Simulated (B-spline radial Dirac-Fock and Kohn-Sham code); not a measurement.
## The N4-O23O23 Auger spectrum of Sm³⁺

System: the Sm³⁺ ion, [Xe] 4f5, inside a Watson sphere of charge -3 and radius 1.6 Å (a model of the Madelung potential; inside it an electron's potential energy is raised by 27.0 eV).

Calculated with a radial finite-basis atomic code, using relaxed Dirac-Fock hole states (ΔSCF) with Breit and QED corrections and a finite nucleus. The two-hole levels come from diagonalising the Coulomb interaction among the jj configurations; intensities are independent-particle Coulomb rates. Kinetic energies are from the vacuum level. Electron correlation is not included. Open outer shells are spectators and are not coupled to the holes.

| kinetic energy (eV) | J | leading jj holes (weight) | leading LS term (weight) |
| --- | --- | --- | --- |
| 71.49 | 0 | O2O2 (0.90) | ¹S0 (0.65) |
| 76.71 | 2 | O2O3 (0.96) | ¹D2 (0.83) |
| 78.30 | 1 | O2O3 (1.00) | ³P1 (1.00) |
| 79.86 | 0 | O3O3 (0.90) | ³P0 (0.65) |
| 82.01 | 2 | O3O3 (0.96) | ³P2 (0.83) |

The intensity is shared as follows: 76.71 eV 65.9 %, 71.49 eV 19.1 %, 82.01 eV 10.8 %, 78.30 eV 4.2 %, 79.86 eV 0.1 %.

The strongest line, by its leading LS label ¹D2, lies at 76.71 eV. The mean weight of the leading component is 0.95 in jj and 0.79 in LS coupling, so jj labels describe these levels better.
